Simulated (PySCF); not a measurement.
Structure problem from calculated spectra and properties.

Formula: C3H8F2OSi.

* 1H NMR: chemical shifts (computed TMS as zero) by class: 5.12 (1 H), 5.10 (1 H), 4.95 (1 H), 4.68 (1 H), 3.81 (1 H), 3.71 (3 H) ppm [GIAO PBE0/pcSseg-1]
* UV, first state: lowest singlet excitation: 6.98 eV (178 nm, f = 0.002) [TDDFT CAM-B3LYP/def2-SVPD]
* Polarisability: 67.3 au [CAM-B3LYP/def2-SVPD]
* Dipole: 1.32 D [CAM-B3LYP/def2-SVPD]
* Rotational structure: rotational constants A, B, C: 3.020, 1.341, 0.983 GHz [GFN2-xTB]
* 13C NMR: chemical shifts (computed TMS as zero) by class: 91.7 (1 C), 77.5 (1 C), 64.5 (1 C) ppm [GIAO PBE0/pcSseg-1]
* Triplet: lowest triplet excitation (Tamm–Dancoff): 6.66 eV [TDA CAM-B3LYP/def2-SVPD]

Electronic properties: PySCF, gas phase, density fitting. Levels stand in brackets. One conformer (not necessarily the lowest) at the GFN2-xTB geometry, without solvent, vibrations or thermal averaging. NMR classes are plain means over equivalent atoms (diastereotopic ones count apart unless rotation or inversion swaps them), as if these changed places fast.

Problem. Propose a structure and show how it fits.

Solution. Numbering: `[CH3:1][O:2][C@H:3]([CH2:4][F:5])[SiH2:6][F:7]`. Its formula, C3H8F2OSi, gives 0 degrees of unsaturation, so no ring and no π bond. 3 carbons fall into 3 classes; from least to most shielded: sp3 C–F carbon [C4] (91.7 ppm), sp3 carbon bound to oxygen [C3] (77.5 ppm), methoxy carbon [C1] (64.5 ppm). Hydrogen classes from least to most shielded: 1 H on an sp3 C–F carbon, C4 (5.12 ppm), 1 H on an sp3 C–F carbon, C4 (5.10 ppm), 1 H on a fluorine-bound silicon, Si6 (4.95 ppm), 1 H on a fluorine-bound silicon, Si6 (4.68 ppm), 1 H on an sp3 carbon bound to oxygen, C3 (3.81 ppm), 3 H on a methoxy carbon, C1 (3.71 ppm, a mean of values up to 0.7 ppm apart in this geometry). The optimised geometry has point group C1 and is an asymmetric top. Structure: `CO[C@H](CF)[SiH2]F`. The assignments are read from this structure; whether some other isomer fits the data as well wasn't checked. The mirror image fits equally.

Shape of the structure used: `[CH3:1][O:2][C@H:3]([CH2:4][F:5])[SiH2:6][F:7]`: C1–O2–C3–C4 -72°, O2–C3–C4–F5 81°, O2–C3–Si6–F7 175°.
